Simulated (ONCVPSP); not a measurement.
**Cutoff test, C (Z = 6), ONCV**

carbon, optimised norm-conserving Vanderbilt (ONCV), made with ONCVPSP 4.0.1 (LDA (Perdew-Wang 92), scalar-relativistic). Core [He], reference 2s2 2p2. Waves: 2s: rc 1.25 bohr, ncon 3, nbas 7, qcut 5.5 1/bohr, local; 2p: rc 2.30 bohr, ncon 4, nbas 9, qcut 7.5 1/bohr, 1 projector. Local part: the s channel. Core correction: Teter function, fcfact 4, rcfact 1.05.

For each optimised wave give the share of its norm inside rc, the residual kinetic energy above qcut (Ha) and the cutoffs (Ha) for errors of 10, 1, 0.1 and 0.01 mHa per electron.

| wave | norm inside rc | residual KE | 10 mHa | 1 mHa | 0.1 mHa | 0.01 mHa |
| --- | --- | --- | --- | --- | --- | --- |
| 2s | 0.364 | 6.8e-04 | 8.4 | 14.1 | 73.5 | 124.9 |
| 2p | 0.752 | 9.6e-10 | 10.4 | 14.3 | 17.8 | 20.6 |

The occupied waves need 14 Ha and 74 Ha for 1 and 0.1 mHa. Its largest configuration-test error is +767 meV.
